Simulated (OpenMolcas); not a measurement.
## Tb IV: the spin-orbit constant, worked from levels

* Program: OpenMolcas
* Basis: ANO-RCC-VTZP [8s7p5d3f2g1h]
* Scalar Hamiltonian: DKH2, point nucleus
* Active space: 8 electrons in 7 orbitals (4f)
* State averaging: 2S+1 = 7 even, 7 roots; 2S+1 = 5 even, 140 roots (105 in the spin-orbit step); 2S+1 = 3 even, 259 roots kept (CI in the orbitals of an earlier block, 141 in the spin-orbit step); 2S+1 = 1 even, 121 roots kept (CI in the orbitals of an earlier block, 47 in the spin-orbit step)
* Spin-orbit coupling: RASSI with atomic mean-field integrals over the reference wave functions, term energies averaged over their components

Methods: CASSCF; MS-CASPT2, IPEA 0.25 Eh, imaginary shift 0.1 Eh (closed shells correlated: 5s 5p). Measured levels: Martin, Zalubas and Hagan, Atomic Energy Levels: The Rare-Earth Elements, NSRDS-NBS 60 (1978).

**The spin-orbit constant.** For the Hund term 7F of f8, E(J) = (A/2) J(J+1) + constant and ζ = -2S·A = -6A. From J = 0 to J = 6 the energy changes by 21 A.

```csv
Source,E(6) - E(0),A,ζ
CASSCF,-5941.0,-282.9,1697
MS-CASPT2,-5884.6,-280.2,1681
measured,-5653.8,-269.2,1615
```

All in cm-1. MS-CASPT2 is off by +4.1 % and CASSCF by +5.1 %. Both methods take the spin-orbit matrix elements from the reference wave functions, so the second can move ζ only through the term energies and any multistate remixing. Second-order mixing with other terms is absorbed into this ζ.

CASPT2 breaks the degeneracy within a term, and the mean is taken; among the terms shown or strongly mixed into the levels shown the widest spread is 76 cm-1 (4f8 7F, MS-CASPT2). High states are left out of the spin-orbit mixing, which shifts the levels that they would mix with. Without dynamic correlation excited terms often stand tens of per cent too high (terms of higher spin than the ground term too low), and those without a measured partner can miss by more than the paired ones (holds for CASSCF). Blocks of more than 70 roots (2S+1 = 5 even, 3 even) ran without multistate coupling (holds for MS-CASPT2). Computed and measured levels are paired by configuration, term and J; levels that our copy of the source lacks, or whose pairing is in doubt (as where it misses far off the trend of its configuration), stay unpaired and out of the deviations. Levels of configurations outside the active space are missing.
